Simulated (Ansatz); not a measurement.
Isolated molecules relaxed with PBE0-D4/def2-TZVP in Ansatz; ΔE leaves out vibrations. CBS: MP2 limit from def2 TZ/QZ plus the TZ coupled-cluster correction, frozen cores. This one scheme is used for every species. DFT in def2-TZVPP. B3LYP here is the variant with VWN-RPA as its local correlation; programs differ in this. One conformer a species, not always the lowest.

Consider the silylene formation by 1,1-elimination: `OB(S)[SiH2]Cl` → `OB(S)Cl` + `[SiH2]`.

`OB(S)[SiH2]Cl`:

```xyz
9

O     0.876   -0.740   -1.419
B    -0.001   -0.019   -0.670
S    -1.261    0.959   -1.498
Si    0.034    0.011    1.359
Cl   -1.431    1.253    2.101
H     1.524   -1.237   -0.915
H    -0.896    0.628   -2.751
H    -0.191   -1.348    1.923
H     1.346    0.494    1.870
```

`OB(S)Cl`:

Cartesian coordinates in Å:
```
O -0.829 0.744 -0.270
B 0.318 0.099 0.023
S 0.338 -1.662 0.396
Cl 1.863 0.962 0.053
H -0.703 1.681 -0.450
H -0.988 -1.824 0.248
```

`[SiH2]`:

```xyz
3

Si   -0.649   -0.193   -0.219
H    -0.008    0.038    1.146
H     0.657    0.155   -0.926
```

```tsv
level	ΔE (eV)
PBE-D4	2.42
ωB97X-V	2.43
ωB97M-V	2.25
PBE	2.33
B3LYP	2.15
MP2/def2-TZVPP	2.39
HF/def2-QZVPP	2.07
HF/CBS(def2)	2.07
```

Question: What does CCSD(T)/CBS give? (Best estimate.)

Answer: Ansatz gave: +2.33 eV. The listed levels differ from it by 0.09, 0.10, -0.08, 0.00, -0.18, 0.06, -0.26, -0.26 eV.

Largest T1 diagnostic among the species: 0.014.

The D4 term adds +0.14 eV with B3LYP and +0.08 eV with PBE0; it sums over pairs of atoms, weighted by their polarisabilities, and B3LYP, whose exchange is more repulsive, gets the larger term. In def2-TZVPP, CCSD(T) changes the Hartree–Fock value by +0.17 eV (the triples alone add +0.05 eV) and MP2 by +0.33 eV.
